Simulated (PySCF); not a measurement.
Isomers of C5H7ClO2Si.

All values: PBE0/pcSseg-1 (PySCF) at GFN2-xTB geometries, gas phase, one conformer each.

(1) Rank by the lowest Hirshfeld charge on any atom, lowest value first.
A. `[O:1]=[CH:2][O:3][C@:4]1([SiH3:5])[CH:6]=[C:7]([Cl:8])[CH2:9]1` with O1–C2–O3–C4 -1°, C2–O3–C4–Si5 5°
B. `[CH3:1][C:2](=[O:3])[O:4][C:5]1=[CH:6][SiH2:7][C@H:8]1[Cl:9]` with C1–C2–O4–C5 -178°, C2–O4–C5–C6 1°
C. `[O:1]=[C:2]=[C:3]([CH:4]=[O:5])[C@H:6]([SiH3:7])[CH2:8][Cl:9]` with C2–C3–C4–O5 178°, C2–C3–C6–Si7 -165°, C3–C6–C8–Cl9 -59°

(2) Rank by HOMO energy, highest first.
A. `[OH:1][C@H:2]1[CH:3]=[CH:4][SiH2:5][O:6]/[C:7]1=[CH:8]/[Cl:9]` with H–O1–C2–C3 52°, O1–C2–C3–C4 54°, C3–C4–Si5–O6 33°, C4–Si5–O6–C7 -32°, Si5–O6–C7–C8 169°
B. `[O:1]=[CH:2][O:3][C@:4]1([SiH3:5])[CH:6]=[C:7]([Cl:8])[CH2:9]1` with O1–C2–O3–C4 -1°, C2–O3–C4–Si5 5°
C. `[O:1]=[C:2]=[C:3]([CH:4]=[O:5])[C@H:6]([SiH3:7])[CH2:8][Cl:9]` with C2–C3–C4–O5 178°, C2–C3–C6–Si7 -165°, C3–C6–C8–Cl9 -59°

(3) Rank by LUMO energy, lowest first.
A. `[OH:1][C@H:2]1[CH:3]=[CH:4][SiH2:5][O:6]/[C:7]1=[CH:8]/[Cl:9]` with H–O1–C2–C3 52°, O1–C2–C3–C4 54°, C3–C4–Si5–O6 33°, C4–Si5–O6–C7 -32°, Si5–O6–C7–C8 169°
B. `[O:1]=[CH:2][O:3][C@:4]1([SiH3:5])[CH:6]=[C:7]([Cl:8])[CH2:9]1` with O1–C2–O3–C4 -1°, C2–O3–C4–Si5 5°
C. `[O:1]=[C:2]=[C:3]([CH:4]=[O:5])[C@H:6]([SiH3:7])[CH2:8][Cl:9]` with C2–C3–C4–O5 178°, C2–C3–C6–Si7 -165°, C3–C6–C8–Cl9 -59°
D. `[CH3:1][C:2](=[O:3])[O:4][C:5]1=[CH:6][SiH2:7][C@H:8]1[Cl:9]` with C1–C2–O4–C5 -178°, C2–O4–C5–C6 1°

Answers

(1) B (-0.232 e), A (-0.197 e), C (-0.174 e).

(2) A (-6.51 eV), B (-7.48 eV), C (-7.78 eV).

(3) C (-2.02 eV), A (-1.14 eV), D (-0.86 eV), B (-0.56 eV).

All values together:

```json
{"SMILES": "O[C@H]1C=C[SiH2]O/C1=C/Cl", "μ (D)": "3.16", "HOMO (eV)": "-6.51", "LUMO (eV)": "-1.14", "lowest IAO charge (e)": "-0.571 (O)", "highest IAO charge (e)": "+0.993 (Si)", "lowest Hirshfeld charge (e)": "-0.193 (O)", "highest Hirshfeld charge (e)": "+0.392 (Si)"}
{"SMILES": "O=C=C(C=O)[C@H]([SiH3])CCl", "μ (D)": "1.17", "HOMO (eV)": "-7.78", "LUMO (eV)": "-2.02", "lowest IAO charge (e)": "-0.411 (O)", "highest IAO charge (e)": "+0.630 (Si)", "lowest Hirshfeld charge (e)": "-0.174 (O)", "highest Hirshfeld charge (e)": "+0.280 (Si)"}
{"SMILES": "O=CO[C@]1([SiH3])C=C(Cl)C1", "μ (D)": "1.78", "HOMO (eV)": "-7.48", "LUMO (eV)": "-0.56", "lowest IAO charge (e)": "-0.440 (O)", "highest IAO charge (e)": "+0.603 (Si)", "lowest Hirshfeld charge (e)": "-0.197 (O)", "highest Hirshfeld charge (e)": "+0.263 (Si)"}
{"SMILES": "CC(=O)OC1=C[SiH2][C@H]1Cl", "μ (D)": "1.34", "HOMO (eV)": "-7.69", "LUMO (eV)": "-0.86", "lowest IAO charge (e)": "-0.477 (C)", "highest IAO charge (e)": "+0.772 (Si)", "lowest Hirshfeld charge (e)": "-0.232 (O)", "highest Hirshfeld charge (e)": "+0.350 (Si)"}
```

Conformers: `[OH:1][C@H:2]1[CH:3]=[CH:4][SiH2:5][O:6]/[C:7]1=[CH:8]/[Cl:9]` with H–O1–C2–C3 52°, O1–C2–C3–C4 54°, C3–C4–Si5–O6 33°, C4–Si5–O6–C7 -32°, Si5–O6–C7–C8 169°; `[O:1]=[C:2]=[C:3]([CH:4]=[O:5])[C@H:6]([SiH3:7])[CH2:8][Cl:9]` with C2–C3–C4–O5 178°, C2–C3–C6–Si7 -165°, C3–C6–C8–Cl9 -59°; `[O:1]=[CH:2][O:3][C@:4]1([SiH3:5])[CH:6]=[C:7]([Cl:8])[CH2:9]1` with O1–C2–O3–C4 -1°, C2–O3–C4–Si5 5°; `[CH3:1][C:2](=[O:3])[O:4][C:5]1=[CH:6][SiH2:7][C@H:8]1[Cl:9]` with C1–C2–O4–C5 -178°, C2–O4–C5–C6 1°.
